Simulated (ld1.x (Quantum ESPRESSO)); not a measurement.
# germanium: excitation energies, all-electron against PAW

ld1.x (Quantum ESPRESSO) 7.5 input, shortened:

```
&input
   title='Ge', zed=32., rel=1, dft='PZ', iswitch=3,
   config='[Ar] 3d10 4s2 4p0.5'
 /
 &inputp
   pseudotype=3, lpaw=.true., tm=.true., lloc=-2, rcloc=0.65,
   nlcc=.true., new_core_ps=.true., rcore=0.85,
   which_augfun='BESSEL', rmatch_augfun=0.55
 /
6
4S  1  0   2.00   0.00  1.50  1.80  0.0
4S  1  0   0.00   0.15  1.50  1.80  0.0
4P  2  1   0.50   0.00  1.50  2.05  0.0
4P  2  1   0.00   2.85  1.50  2.05  0.0
3D  3  2  10.00   0.00  0.65  0.85  0.0
3D  3  2   0.00  -0.80  0.65  0.85  0.0
 &test
   configts(1)='3d10 4s2 4p0.5'
 /
```

Energies are relative to the spin-unpolarised reference configuration 3d10 4s2 4p0.5; without spin polarisation the order of configurations can differ from experiment. Not all tests gave a result: test run stopped at test 5 of 9 (negative rho).

| valence configuration | charge | ΔE all-electron (eV) | error AE − PS (meV) |
| --- | --- | --- | --- |
| 3d10 4s2 4p2 | 0 | -14.412 | +28 |
| 3d10 4s2 4p0 | +2 | 8.940 | +9.7 |

Problem. What are ΔE and the potential's error for 3d10 4s2 4p1?

Solution. ΔE = -6.776 eV all-electron; the error (AE − PS) is +5.9 meV.

Problem. What are ΔE and the potential's error for 3d10 4s0 4p0?

Solution. ΔE = 90.812 eV all-electron; the error (AE − PS) is +438 meV.

These tests converged, but a pseudo level misses the all-electron one widely, so the file describes the atom poorly there or has found another state: 3d10 4s0 4p0: empty 4p by 4.8 eV (a node warning on the way).

Note: ghost state, extra bound levels that the all-electron valence spectrum of the same l lacks: s at -445.4 eV. A true bound ghost makes a file unfit for plane-wave use.
